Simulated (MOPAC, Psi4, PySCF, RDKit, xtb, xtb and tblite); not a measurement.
Two geometries of SMILES ClB(Cl)B(Cl)Cl, relaxed at GFN2-xTB with one dihedral held; other torsions can differ between them too.

Structure A

```
6

Cl     1.5909     1.2163     1.1357
B      0.8472     0.0757     0.0842
Cl     1.8984    -0.9444    -0.8184
B     -0.8466    -0.0501    -0.0484
Cl    -1.6590     0.2013    -1.5439
Cl    -1.8277    -0.4500     1.3073
```

Structure B

```
6

Cl     1.5900     1.2794     1.0366
B      0.8430     0.1050     0.0265
Cl     1.8918    -0.9331    -0.8568
B     -0.8545    -0.0571    -0.0547
Cl    -1.9020     0.9461     0.8696
Cl    -1.5999    -1.2671    -1.0231
```

**Question.** Which is lower in energy at the level DF-MP2 (frozen core)/cc-pVTZ // GFN2-xTB in Psi4, and by how much?

**Answer.** A is lower, by 1.31 kcal/mol (dihedral Cl1–B2–B4–Cl5: 120° in A, 0° in B).

E(B) − E(A) in kcal/mol at the other levels, on the same two geometries: GFN2-xTB (xtb and tblite) 0.25; B3LYP/def2-TZVP // GFN2-xTB (Psi4) 1.72; B3LYP-D3(BJ)/def2-TZVP // GFN2-xTB (Psi4) 1.51; PBE/def2-TZVP // GFN2-xTB (Psi4) 1.43; PBE-D3(BJ)/def2-TZVP // GFN2-xTB (Psi4) 1.35; r2SCAN/def2-TZVP // GFN2-xTB (Psi4) 1.34; HF/cc-pVTZ // GFN2-xTB (Psi4) 2.23; UFF // GFN2-xTB (RDKit) -6.84; AM1, restricted, heats of formation // GFN2-xTB (MOPAC) 2.38; PM7, restricted, heats of formation // GFN2-xTB (MOPAC) 1.71; GFN1-xTB // GFN2-xTB (xtb) 0.43; restricted B3LYP/6-31G*, spherical d, density fitting // GFN2-xTB (PySCF) 1.54; restricted B3LYP/3-21G // GFN2-xTB (PySCF) 0.16; restricted Hartree-Fock/STO-3G // GFN2-xTB (PySCF) 2.29; restricted B3LYP/LANL2DZ, with its core potentials past Ne // GFN2-xTB (PySCF) 1.43.
